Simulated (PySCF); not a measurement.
# Dipole response of Cu (copper, neutral)

[Ar] 3d9 4s2, 2D determinant (an excited configuration). Computed with PySCF 2.14 in aug-cc-pVTZ-PP with one added diffuse shell each of s, p, d, f, g type with ECP10MDF (7s7p6d4f3g, 113 functions), with scalar relativity through the core potential. Coupled (time-dependent) response in atomic units; α is the mean over directions.

```tsv
method	mean α (bohr³)	α xx, yy, zz	C₆ (like pair)	S(−4)
UHF	55.70	56.23, 56.23, 54.65	461.0	1664
PBE	42.18	42.57, 42.57, 41.41	320.9	901.4
```

S(−4) is the Cauchy moment in α(ω) = α(0) + S(−4) ω² + …

α(iu) at UHF:

```csv
u (hartree),α(iu) (bohr³)
0,55.70
0.0500,51.87
0.100,43.22
0.200,26.68
0.300,17.03
0.500,8.729
0.750,5.037
1.00,3.439
1.50,2.040
2.00,1.416
3.00,0.8364
5.00,0.4116
```

A single London oscillator, α(iu) = α/(1 + u²/ω²), gives C₆ = (3/4) ω α². Matching the computed C₆ needs ω = 4 × 461.0 / (3 × 55.70²) = 0.198 hartree.

The components differ because the open shell of this determinant is not spherical; for a pure term their mean is the scalar polarisability.

Energies and moments cover only the electrons outside the core potential.
